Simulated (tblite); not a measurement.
Compound: C2H8N2Si2.
SMILES with atom numbers: `[CH2:1]=[CH:2][SiH:3]1[NH:4][SiH2:5][NH:6]1` (hydrogens: H7, H8 on C1; H9 on C2; H10 on Si3; H11 on N4; H12, H13 on Si5; H14 on N6)

Geometry (GFN2-xTB, Å), atoms numbered from 1 in this order:
```
atom  x, y, z in Å
C1     2.3823   -0.2246   -0.2498
C2     1.6752    0.8748   -0.0454
Si3   -0.1492    0.8916    0.4041
N4    -0.7610   -0.5956    1.0756
Si5   -1.9111   -0.9382   -0.1804
N6    -1.2710    0.5202   -0.8775
H7     1.9304   -1.1993   -0.1598
H8     3.4307   -0.2082   -0.5116
H9     2.1666    1.8352   -0.1409
H10   -0.5146    2.0921    1.1604
H11   -0.6014   -1.0340    1.9625
H12   -3.3095   -0.8254    0.2264
H13   -1.6176   -2.1574   -0.9300
H14   -1.4506    0.9683   -1.7557
```

All values are computed: GFN2-xTB (tblite) harmonic vibrations without scaling, gas phase. Errors from tens to a few hundred cm⁻¹ against measured bands are possible. Modes of hydrogen on silicon can be 10 to 20 % off. One conformer, not necessarily the lowest.

Harmonic wavenumbers (cm⁻¹): 27.6, 72.7, 131.5, 163.7, 177.3, 345.5, 385.7, 425.2, 436.6, 470.3, 518.0, 555.7, 607.1, 660.4, 725.7, 756.5, 789.5, 844.2, 859.8, 922.0, 929.5, 1009.0, 1035.1, 1064.3, 1106.0, 1280.8, 1412.1, 1672.8, 2218.4, 2232.2, 2266.4, 3031.7, 3061.6, 3101.7, 3530.1, 3539.8.

A = 4807, B = 1571, C = 1477 MHz; mass 116.023 u (most abundant isotopes); point group C1, symmetry number 1.

Task: What is the zero-point energy?

Result: Half the sum of the wavenumbers: 21183 cm⁻¹ = 253.41 kJ/mol.

Task: Entropy at 273.15 K, 1 bar (ideal gas, RRHO, classical rotation)?

Result: Translation 166.32, rotation 115.04, vibration 99.89: S = 381.3 J/(mol K).

Task: And Cp and H(273.15 K) − H(0)?

Result: Cp = 137.16 J/(mol K), of which vibrations give 103.90 (their classical limit is 36 R = 299.3); H(273.15 K) − H(0) = 23.16 kJ/mol without the zero-point energy, 14.07 from vibrations.

Task: How do the functions run with temperature in this model?

Result: 
```csv
T (K),S (J/(mol K)),Cp (J/(mol K)),H − H(0) (kJ/mol),G − H(0) (kJ/mol),ln q(vib)
50,240.6,52.9,2.13,-9.90,0.77
100,282.8,70.5,5.22,-23.06,1.91
298.15,393.7,146.0,26.70,-90.67,6.39
373.15,429.0,169.5,38.56,-121.54,8.09
500,483.1,199.9,62.10,-179.47,10.91
750,572.1,238.5,117.31,-311.80,16.12
1000,644.4,263.1,180.21,-464.15,20.79
```

q(vib) and H(0) count from the zero-point level.

Task: What must be added to the electronic energy to get the Gibbs energy at 273.15 K and 1 bar?

Result: ZPE + [H(273.15 K) − H(0)] − T·S = 253.41 + 23.16 − 104.14 = 172.43 kJ/mol.

Task: Which modes carry the vibrational entropy at 273.15 K?

Result: 27.6 cm⁻¹: 24.36; 72.7 cm⁻¹: 16.35; 131.5 cm⁻¹: 11.53; 163.7 cm⁻¹: 9.80; 177.3 cm⁻¹: 9.18; 345.5 cm⁻¹: 4.40 J/(mol K); the other 30 give 24.28 together.

Task: Blend soft modes into free rotors: weight 1/[1 + (100 cm⁻¹/ν̃)⁴] for the oscillator and the rest for a rotor with moment μB/(μ + B), μ = h/(8π²ν), B = 10⁻⁴⁴ kg m². What vibrational entropy results?

Result: 89.57 J/(mol K) in place of 99.89, which changes −T·S at 273.15 K by +2.82 kJ/mol.

Hindered rotation and anharmonicity are outside this model. Other conformers, if any are populated, would add a mixing term that is left out. The structure is chiral; the term R ln 2 for an equal mix with its mirror image is left out.
